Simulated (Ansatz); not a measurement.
The same path of H₃MgNOSi (7 atoms, charge 0, multiplicity 1) was run twice with different band settings. The coordinate that changes most is the dihedral H5–O1–Si2–N3.

All numbers below come from RKS PBE0-D4/def2-SVP (Ansatz 0.2.0).

Relaxed end points:

```xyz
7
Properties=species:S:1:pos:R:3
O -1.194 1.599 1.262
Si -0.048 0.434 1.025
N 0.265 -0.362 -0.304
Mg 0.814 -1.426 -1.749
H -1.723 1.798 0.480
H 0.594 0.337 2.357
H 1.294 -2.379 -3.070
```

```xyz
7
Properties=species:S:1:pos:R:3
O -1.357 1.535 0.690
Si -0.131 0.437 0.828
N 0.422 -0.511 -0.304
Mg 0.906 -1.533 -1.802
H -1.569 2.035 1.486
H 0.354 0.516 2.235
H 1.374 -2.478 -3.132
```

Common settings: movable images 7; climbing image yes; spring 5.0 eV/Å²; start path through a guess of the saddle point; force threshold 0.05 eV/Å; end points relaxed.

| run | optimiser | iteration limit | largest step |
| --- | --- | --- | --- |
| 1 | quadratic models (default) | 58 | default |
| 2 | fire | 60 | 0.02 Å |

**Question.** What does each run give, and how far can it be trusted?

**Answer.** Run 1: converged after 14 iterations, highest image 0.289 eV above the first end. A vibrational analysis at the climbing image gives one clearly imaginary mode, 432i cm⁻¹: a first-order saddle point.
Run 2: converged after 34 iterations, highest image 0.288 eV above the first end. Another band between the same ends (7 images) ends at a top of the same energy, where a vibrational analysis finds 1 clearly imaginary mode.
